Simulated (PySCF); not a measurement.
An excited-state job on `C#C[SiH2][C@](C)(F)C#N`.

Computed with TDDFT B3LYP/def2-SVPD, vertical, gas phase, core orbitals frozen in the response (PySCF 2.14.0, density-fitted response routines). Geometry: GFN2-xTB. A driver script takes a list of jobs; this job's settings line and coordinates (Å) are shown.

Command:
```bash
OMP_NUM_THREADS=1 python probes_run.py task.json out
```

Input:
```
{"job": {"kind": "uv", "xc": "B3LYP", "basis": "def2-SVPD", "nstates": 8, "ntriplets": 3}, "charge": 0, "multiplicity": 1}
C      2.837727     0.317650     0.719434
C      1.967689    -0.029523    -0.035114
Si     0.631106    -0.547336    -1.197347
C     -1.021410     0.079166    -0.371474
C     -1.260430    -0.486625     1.022961
F     -2.057450    -0.353424    -1.213231
C     -1.026593     1.517984    -0.337375
N     -0.976185     2.660992    -0.320256
H      3.596432     0.624225     1.381305
H      0.506864    -2.004031    -1.257617
H      0.755903     0.098025    -2.500948
H     -0.490590    -0.124302     1.699969
H     -2.237283    -0.179745     1.395462
H     -1.226459    -1.573529     0.992064
```

Estimate the output.

```
coarse grid: 12928 points
cycle   1  E = -637.6239617205  dE =  8.378e-01  |g| = 6.866e-01  |ddm| = 8.865e+00
cycle   2  E = -637.3678242538  dE =  2.561e-01  |g| = 1.302e+00  |ddm| = 3.095e+00
cycle   3  E = -637.7130194219  dE = -3.452e-01  |g| = 2.697e-01  |ddm| = 1.779e+00
cycle   4  E = -637.7286396689  dE = -1.562e-02  |g| = 7.428e-02  |ddm| = 3.468e-01
cycle   5  E = -637.7295327656  dE = -8.931e-04  |g| = 3.405e-02  |ddm| = 1.159e-01
cycle   6  E = -637.7297800715  dE = -2.473e-04  |g| = 1.116e-02  |ddm| = 5.369e-02
cycle   7  E = -637.7298096193  dE = -2.955e-05  |g| = 3.673e-03  |ddm| = 1.606e-02
cycle   8  E = -637.7298127200  dE = -3.101e-06  |g| = 4.960e-04  |ddm| = 5.541e-03
final grid: 122800 points
cycle   9  E = -637.8263653540  dE = -3.150e-05  |g| = 6.191e-03  |ddm| = 1.061e-01
cycle  10  E = -637.8263548030  dE =  1.055e-05  |g| = 9.893e-03  |ddm| = 1.713e-02
cycle  11  E = -637.8263729284  dE = -1.813e-05  |g| = 1.215e-03  |ddm| = 9.221e-03
cycle  12  E = -637.8263731883  dE = -2.600e-07  |g| = 5.393e-04  |ddm| = 2.007e-03
cycle  13  E = -637.8263732538  dE = -6.545e-08  |g| = 1.553e-04  |ddm| = 6.945e-04
cycle  14  E = -637.8263732591  dE = -5.256e-09  |g| = 3.444e-05  |ddm| = 2.043e-04
cycle  15  E = -637.8263732592  dE = -1.623e-10  |g| = 2.405e-05  |ddm| = 8.390e-05
converged SCF energy = -637.8263732592

Static polarisability (au): isotropic 86.647, principal 76.236 86.785 96.919

Singlet excitations
state   eV       nm        f      main configurations
  1   6.0167    206.1   0.00014   H-1->L 0.74
  2   6.1896    200.3   0.01226   H->L 0.43, H-1->L+2 0.19, H-1->L+1 0.16
  3   6.2130    199.6   0.00552   H->L+1 0.49, H->L+2 0.15, H-1->L 0.13
  4   6.4292    192.8   0.01076   H->L+2 0.54, H-2->L+1 0.20, H->L+1 0.18
  5   6.9585    178.2   0.07171   H-1->L+1 0.40, H->L 0.22, H-2->L 0.19
  6   7.0095    176.9   0.01902   H-1->L+2 0.36, H-1->L+1 0.22, H-2->L 0.21
  7   7.1461    173.5   0.01365   H-2->L+1 0.51, H->L+2 0.19, H-2->L 0.18
  8   7.3380    169.0   0.00684   H-2->L+2 0.72

Triplet excitations (Tamm-Dancoff, eV): 5.0102 5.4335 5.4469
```

The SCF starts on a coarse grid where the log names one; the energy can jump when the final grid takes over, and dE then counts from the start density on the new grid. H and L stand for HOMO and LUMO; the number after each pair is its weight.

Give S1 in cm⁻¹ and kJ/mol.

6.0167 eV × 8065.54 = 48528 cm⁻¹; × 96.485 = 580.5 kJ/mol.

Which computed singlet has the largest oscillator strength, and what do all of them sum to?

State 5 at 6.96 eV (178 nm), f = 0.072; the 8 states sum to 0.140.

In short: HOMO -8.35 eV, LUMO -1.02 eV; lowest singlet 6.02 eV; lowest triplet 5.01 eV (Tamm–Dancoff); mean polarisability 86.6 au.

The run took 68 s of wall time on one thread, Arm Neoverse N1 (aarch64), no GPU, shared host with 64 logical CPUs at a one-minute load of 50, and the process peaked at 0.84 GiB of memory.

One conformer stands for the species.
Labels such as C1 count atoms from 1, the log's own numbers from 0.
